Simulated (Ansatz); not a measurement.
Program: Ansatz 0.2.0.

Basis-set series for C2H6FMoNO (`C[N]=[Mo]([CH3])(=[O])[F]`). Total charge 0; spin multiplicity 1. Mo: def2 effective core potential. All single points use the PBE0-D4/def2-TZVP geometry.

| atom | x (Å) | y (Å) | z (Å) |
| --- | --- | --- | --- |
| C1 | -1.416 | -1.521 | -0.780 |
| N2 | -0.767 | -0.598 | 0.080 |
| Mo3 | -0.219 | 0.985 | 0.461 |
| C4 | 1.874 | 0.764 | 0.485 |
| O5 | -0.573 | 1.974 | -0.844 |
| F6 | -0.865 | 1.549 | 2.117 |
| H7 | -0.735 | -2.347 | -1.007 |
| H8 | -1.718 | -1.048 | -1.721 |
| H9 | -2.300 | -1.941 | -0.290 |
| H10 | 2.326 | 1.743 | 0.673 |
| H11 | 2.252 | 0.371 | -0.460 |
| H12 | 2.142 | 0.070 | 1.287 |

```csv
functional,basis,functions,energy (Eh),HOMO (eV),LUMO (eV)
PBE0-D4,def2-SVP,131,-377.37023,-7.81,-2.07
PBE0-D4,def2-TZVPP,295,-377.76238,-7.81,-2.08
ωB97M-V,def2-SVP,131,-377.48315,-10.05,0.05
ωB97M-V,def2-TZVPP,295,-377.88829,-10.07,0.03
```

(1) Give the rows for def2-QZVPP. (An estimate is asked.)

Answers

(1) The calculation gave: 
```
functional       basis  functions  energy (Eh)  HOMO (eV)  LUMO (eV)
   PBE0-D4  def2-QZVPP        546   -377.78347      -7.83      -2.10
   ωB97M-V  def2-QZVPP        546   -377.90880     -10.08      -0.01
```

Positive LUMOs are unbound and depend on the basis.
